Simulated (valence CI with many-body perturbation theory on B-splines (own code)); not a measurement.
Level structure of La¹⁷⁺

Method: relativistic CI+MBPT: four valence electrons over a frozen Dirac-Fock core [Kr], a basis of 7 s, 7 p, 8 d, 6 f, 4 g, 1 h functions for each j, with the one-electron correlation potential Σ1, the two-electron term Σ2, the three-electron term Σ3, Breit, model QED; selected CI, second order for the rest, scaled by the run's own slope (own B-spline code, finite nucleus).

No measured spectrum was set against this ion. As an estimate, terms of the open shell hold to 2 to 4 % of their energy, and close levels can change places. The list stops below the first excitations out of the core.

Levels 1 to 34 of 34, with energies above the lowest level, 4d4 5D_0. "Leading %" is the weight of the configuration and term that name the level; weights of strongly mixed levels are sums over their largest components and can fall short. Lifetimes count E1, E2, E3, M1 and M2 decay at the calculated energies, and are blank where another channel may lead or the interval is too uncertain; long ones can be off by a factor of two.

```csv
No.,Configuration,Term,J,E (cm⁻¹),Leading %,Lifetime,g
1,4d4,5D,0,0.0,58,,
2,4d4,5D,1,14120,81,9.34 ms,1.498
3,4d4,5D,2,25014,88,17.0 ms,1.459
4,4d4,5D,3,32648,80,58.4 ms,1.425
5,4d4,5D,4,36128,51,1.30 s,1.312
6,4d4,3P,0,51500,43,682 μs,
7,4d4,3H,4,53820,52,5.29 ms,1.035
8,4d4,3G,3,62467,63,2.57 ms,0.913
9,4d4,3F,2,65012,58,1.56 ms,0.871
10,4d4,3H,5,66592,74,7.84 ms,1.075
11,4d4,3P,1,69149,70,1.11 ms,1.326
12,4d4,3H,6,72110,68,518 ms,1.112
13,4d4,3G,4,78578,65,7.25 ms,1.026
14,4d4,3D,2,81055,45,7.71 ms,1.200
15,4d4,3D,3,83491,44,2.82 ms,1.182
16,4d4,3F,4,85691,46,1.12 ms,1.161
17,4d4,3F,3,93509,44,876 μs,1.087
18,4d4,3P,2,98997,37,828 μs,1.130
19,4d4,3G,5,99343,74,2.22 ms,1.156
20,4d4,3D,1,102720,80,641 μs,0.694
21,4d4,1I,6,103550,68,2.08 ms,1.052
22,4d4,3F,4,113600,46,1.84 ms,1.103
23,4d4,3P,2,116320,51,1.15 ms,1.239
24,4d4,1S,0,117220,69,793 μs,
25,4d4,1F,3,122050,56,1.11 ms,1.068
26,4d4,3P,2,128300,49,1.16 ms,1.129
27,4d4,3F,4,140640,53,454 μs,1.141
28,4d4,3F,3,144190,75,,1.067
29,4d4,3F,2,144950,39,710 μs,0.963
30,4d4,3P,1,145650,96,713 μs,1.478
31,4d4,3P,0,152280,78,,
32,4d4,1G,4,152990,70,732 μs,1.063
33,4d4,1D,2,182900,87,533 μs,0.999
34,4d4,1S,0,229250,88,241 μs,
```

Names give the largest LS component (configuration and term), which can be under half, so a name can repeat, a term be missing and a line seem to break the LS rules; names also repeat where a configuration has a term twice.

The ionisation energy to 4d3 4F_3/2 of the next ion comes out as 465.72 eV (NIST: 464 ± 3 eV (theoretical)). All 34 levels together are meant to be complete up to 587090 cm⁻¹.
